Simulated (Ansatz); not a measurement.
```yaml
crystal:
  periodic: [false, false, false]
  atoms:
    - {symbol: N, position_ang: [-0.968278, 0.641868, 3.304495]}
    - {symbol: C, position_ang: [-0.262245, 0.162192, 0.730166]}
    - {symbol: O, position_ang: [-1.860669, 1.152807, -1.918824]}
    - {symbol: B, position_ang: [0.594998, -0.419866, -2.369641]}
    - {symbol: F, position_ang: [2.102280, -1.406895, -4.584903]}
    - {symbol: H, position_ang: [0.486532, -0.270906, 4.737066]}
basis:
  gaussian: {orbitals: "6-31G*", point_charges: [{charge: 2.00, position_ang: [4.761, -0.929, -0.885]}]}
hamiltonian: {xc: {name: SPW92}}
scf: {lower_state_search: full}
output: {forces: true}
```

```sh
$ ansatz run in.yaml --threads 2 --pin off --events-out ev --progress --plain --max-ram 4352MiB
```

Output, abridged:

```
Functional definition: SPW92
783 factors; their error is unknown
mean field evaluation 1: about -7846.6587 eV, gradient 1.1e2 eV
mean field evaluation 2: about -6988.9358 eV, gradient 2.7e2 eV
mean field evaluation 4: about -7548.0193 eV, gradient 2.6e2 eV
mean field evaluation 8: about -7876.3391 eV, gradient 8.2e1 eV
mean field evaluation 16: about -7890.5944 eV, gradient 1.5e-1 eV
mean field evaluation 32: about -7890.5490 eV, gradient 8.7e-4 eV
mean field -7890.54895437 eV, -289.9723256668 hartree, gradient 2.7e-6 eV, S^2 0.000000; 10 other end points of the search recorded, 0 dependent functions left out
reference -7890.54898053 eV, -289.9723266283 hartree; 18, 18 occupied and 59, 59 virtual orbitals, 783 factors
Total energy: -7890.54898053 eV, -289.9723266283 hartree
Atom 0 at    -0.968278     0.641868     3.304495 Å, force     2.017821    -1.291472    -0.621957 eV/Å
Atom 1 at    -0.262245     0.162192     0.730166 Å, force    -0.861203     0.540718     1.206884 eV/Å
Atom 2 at    -1.860669     1.152807    -1.918824 Å, force     1.700836    -1.088695     0.627399 eV/Å
Atom 3 at     0.594998    -0.419866    -2.369641 Å, force    -0.602427     0.333808    -0.577647 eV/Å
Atom 4 at     2.102280    -1.406895    -4.584903 Å, force    -0.570085     0.596286     1.522321 eV/Å
Atom 5 at     0.486532    -0.270906     4.737066 Å, force    -1.625722     0.994128    -1.745834 eV/Å
Dipole moment:    -0.507278     0.215010     1.830339 e Å
```

Q: Something in this input is off. What?

A: The geometry is stretched to more than twice its size. The calculation finished and met its thresholds. The result belongs to that input, not to the molecule as meant.
